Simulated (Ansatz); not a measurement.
Calculated with Ansatz (gas phase, PBE0-D4/def2-TZVP geometries, no zero-point term in ΔE). CBS: MP2 limit from def2 TZ/QZ plus the TZ coupled-cluster correction, frozen cores. DFT in def2-TZVPP. B3LYP here is the variant with VWN-RPA as its local correlation; programs differ in this. HSE06 is defined as in plane-wave codes. For Ge outer-core shells are correlated without core-valence functions, which leaves a few kJ/mol of doubt a bond. Scalar relativity is left out up to krypton. Each species was taken in one conformer, which may not be the lowest.

`O=C(O)O[SiH3]` + `[OH][Ge][O][SiH3]` → `[SiH3][O][Ge][O][SiH3]` + `O=C(O)O`  (ligand exchange at the Si–O bond)

```
             level  ΔE (kJ/mol)  difference from CCSD(T)/CBS
       LDA (SPW92)        -12.3                          4.0
            PBE-D4        -15.8                          0.5
         revPBE-D4        -16.7                         -0.4
           BLYP-D4        -18.1                         -1.8
         r2SCAN-D4        -16.4                         -0.1
            B97M-V        -18.4                         -2.1
           PBE0-D4        -18.1                         -1.8
          B3LYP-D4        -19.5                         -3.2
        r2SCANh-D4        -17.1                         -0.8
        r2SCAN0-D4        -18.1                         -1.8
          HSE06-D4        -18.2                         -1.9
          BHLYP-D4        -22.6                         -6.3
      CAM-B3LYP-D4        -18.1                         -1.8
           ωB97X-V        -15.8                          0.5
           ωB97M-V        -15.8                          0.5
            B2PLYP        -15.9                          0.4
          PBE-QIDH        -17.1                         -0.8
               PBE        -13.1                          3.2
            revPBE        -13.5                          2.8
            r2SCAN        -15.5                          0.8
             B3LYP        -15.2                          1.1
           r2SCANh        -16.2                          0.1
           r2SCAN0        -17.0                         -0.7
             HSE06        -15.6                          0.7
             BHLYP        -17.5                         -1.2
         CAM-B3LYP        -15.1                          1.2
           LC-ωPBE        -14.8                          1.5
RPA@PBE/def2-TZVPP        -15.5                          0.8
       HF/def2-SVP        -28.6                        -12.3
      MP2/def2-SVP        -23.7                         -7.4
     CCSD/def2-SVP        -24.0                         -7.7
     HF/def2-TZVPP        -21.6                         -5.3
    MP2/def2-TZVPP        -16.9                         -0.6
   CCSD/def2-TZVPP        -17.7                         -1.4
CCSD(T)/def2-TZVPP        -17.0                         -0.7
     HF/def2-QZVPP        -21.7                         -5.4
    MP2/def2-QZVPP        -16.6                         -0.3
      HF/CBS(def2)        -21.8                         -5.5
     MP2/CBS(def2)        -16.3                          0.0
    CCSD/CBS(def2)        -17.1                         -0.8
       CCSD(T)/CBS        -16.3                            0
```

Largest T1 diagnostic among the species: 0.015.

Leaving LDA and LC-ωPBE aside and taking each functional with its dispersion term where it has one, the values spread over 6.9 kJ/mol, from BHLYP-D4 to ωB97X-V. From BLYP to BHLYP (50 % exact exchange), in def2-TZVPP and without D4, ΔE moves by −4.1 kJ/mol.
